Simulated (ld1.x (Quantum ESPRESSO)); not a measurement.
## Transferability test, PAW potential for indium

```json
{
 "Element": "indium (In)",
 "Generator": "ld1.x (Quantum ESPRESSO) 7.5",
 "Type": "PAW",
 "Functional": "PBEsol",
 "Relativity": "scalar-relativistic",
 "Frozen core": "[Kr]",
 "Valence charge": "13",
 "Reference configuration": "4d10 5s2 5p1",
 "Partial waves": "5s (bound): rcut 2.15, rcutus 2.40 bohr; 5s channel at 0.05 Ry: rcut 2.15, rcutus 2.40 bohr; 5p (bound): rcut 2.80, rcutus 3.20 bohr; 5p channel at 1.25 Ry: rcut 2.80, rcutus 3.20 bohr; 4d (bound): rcut 1.40, rcutus 1.55 bohr; 4d channel at 0.1 Ry: rcut 1.40, rcutus 1.55 bohr",
 "Local potential": "all-electron potential smoothed inside 1.95 bohr (lloc = -1)",
 "Core correction": "Bessel-smoothed model core inside 1.86 bohr",
 "Augmentation charge": "PSQ, inside the norm-conserving radii"
}
```

Energies are relative to the spin-unpolarised reference configuration 4d10 5s2 5p1; without spin polarisation the order of configurations can differ from experiment.

```
valence configuration  charge  ΔE all-electron (eV)  error AE − PS (meV)
         4d10 5s2 5p0      +1                 5.361                 -1.5
         4d10 5s0 5p0      +3                52.904                  -21
          4d9 5s2 5p1      +1                25.091                  -10
          4d9 5s0 5p0      +4               109.271                 -232
       4d10 5s2 5p0.5    +0.5                 1.941                 -0.6
```

Task: What are ΔE and the potential's error for 4d10 5s1 5p0?

Result: ΔE = 24.638 eV all-electron; the error (AE − PS) is -6.3 meV.

Task: What are ΔE and the potential's error for 4d10 5s1 5p1?

Result: ΔE = 12.014 eV all-electron; the error (AE − PS) is -2.5 meV.

Levels in the configuration 4d9 5s2 5p1:

```csv
level,all-electron (eV),pseudo (eV)
4d,-31.995,-31.932
5s,-17.467,-17.502
5p,-10.160,-10.169
```
